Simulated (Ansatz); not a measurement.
Born–Oppenheimer molecular dynamics of BF₂H₆NSi (11 atoms, charge 0, multiplicity 1). It starts from a rough guess of a transition structure, not a stationary point.

All numbers below come from Ansatz, UHF/STO-3G.

```json
{
  "ensemble": "NVE (velocity Verlet)",
  "time step": "0.5 fs",
  "steps asked": "150",
  "starting velocities drawn for": "300 K",
  "seed": "153402"
}
```

First frame:

```xyz
11
Properties=species:S:1:pos:R:3
B -0.774 -0.417 -0.435
Si 1.211 -0.770 0.626
F -0.724 -0.815 -1.716
F -1.815 -0.879 0.277
H 0.220 0.749 0.143
N -0.826 1.387 -0.400
H 2.392 -0.505 -0.202
H 1.451 -0.167 1.944
H 1.167 -2.213 0.852
H -1.531 1.778 0.201
H -0.771 1.852 -1.290
```

How far do the bonds stretch over the last three quarters of this one trajectory? (Pairs bonded in most of those frames.)


```
  bond  mean (Å)  spread (Å)  shortest  longest
B1–Si2     1.964       0.048      1.89     2.06
 B1–F3     1.325       0.037      1.26     1.38
 B1–F4     1.328       0.042      1.25     1.41
Si2–H7     1.427       0.029      1.38     1.47
Si2–H8     1.428       0.030      1.38     1.47
Si2–H9     1.428       0.024      1.39     1.47
 H5–N6     1.059       0.096      0.88     1.25
N6–H10     1.055       0.071      0.92     1.17
N6–H11     1.062       0.090      0.90     1.22
```

Mean temperature of the second half: 1721 K. The conserved energy stayed within 3.3 meV per atom of its start (net change -1.9 meV per atom), so there is no drift, though single steps change it by up to 33 meV in the whole system, a sign of fast motions only just resolved. The system heated up, since it started high on the potential surface and ran downhill. A run of 0.075 ps of so small a system gives no equilibrium averages. The orbitals stay closed-shell, which can raise the energy where a bond breaks towards radicals; this wasn't checked here. Limits of this set-up: minimal basis.

The run took 110 s on 1 thread of Arm Neoverse V1, with other jobs on the host, peak memory 0.09 GiB.
